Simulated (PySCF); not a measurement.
# Antimony: a sound run and one with changed settings

Sound run: Sb [Kr] 4d10 5s2 5p3, Sb⁺ [Kr] 4d10 5s2 5p2. Calculation: PySCF 2.14, in cc-pVDZ-PP with ECP28MDF (4s3p2d, 23 functions); scalar relativity through the core potential. In the sound run the correlated levels freeze 4s2 4p6 4d10 outside the core potential. The sound run starts from symmetry-adapted Hartree-Fock orbitals and uses a fine grid where one is needed.

Changed run: a valence shell is frozen. This setting is unsound on purpose.

| species | method | sound run (hartree) | changed run (hartree) | converged |
| --- | --- | --- | --- | --- |
| Sb | MP2 | -239.31880 | -239.28299 | yes |
| Sb | CCSD(T) | -239.33223 | -239.28680 | yes |
| Sb⁺ | MP2 | -238.99229 | -238.96012 | yes |
| Sb⁺ | CCSD(T) | -239.00703 | -238.96174 | yes |

Ionisation energy of Sb:

| method | sound run (eV) | changed run (eV) |
| --- | --- | --- |
| UHF | 8.600 | 8.600 |
| MP2 | 8.885 | 8.786 |
| SCS-MP2 | 8.786 | 8.662 |
| CCSD | 8.847 | 8.845 |
| CCSD(T) | 8.849 | 8.845 |

Freezing a valence shell removes pair correlation that changes on ionisation.

For comparison, NIST gives 8.608 eV between the lowest levels.
